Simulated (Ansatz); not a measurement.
CH9BSi3, SMILES `C[SiH2][SiH]1B[SiH2]1` at its PBE0-D4/def2-TZVP geometry, where that method's forces vanish. Charge 0, multiplicity 1.

```xyz
14

C    -0.3031    1.1297   -1.8251
Si   -1.2368    0.9044   -0.2177
Si   -0.7039   -1.0849    0.8966
B     0.8339   -2.1742    0.6968
Si    1.8127   -0.6223    1.1286
H     0.7717    1.2116   -1.6588
H    -0.4810    0.2827   -2.4906
H    -0.6430    2.0394   -2.3260
H    -2.6987    0.8059   -0.5005
H    -1.0431    2.0727    0.6846
H    -1.8106   -1.4976    1.8097
H     1.0005   -3.2542    1.1680
H     2.8383   -0.4944    2.1989
H     1.6632    0.6813    0.4355
```

**Question.** What forces (eV/Å) does B3LYP-D4/def2-TZVPP give on these atoms in Ansatz? (Best estimate.)

**Answer.** Computed: 
```
C1   0.059  0.019 -0.087
Si2 -0.179  0.077  0.104
Si3 -0.218 -0.115  0.039
B4   0.006 -0.055  0.093
Si5  0.247  0.100  0.023
H6  -0.060 -0.002 -0.024
H7   0.016  0.049  0.018
H8   0.029 -0.047  0.004
H9   0.085  0.018  0.011
H10 -0.010 -0.068 -0.063
H11  0.057  0.018 -0.049
H12 -0.016  0.122 -0.067
H13 -0.056 -0.005 -0.066
H14  0.039 -0.111  0.065
```

B3LYP here is the variant with VWN-RPA as its local correlation; programs differ in this.
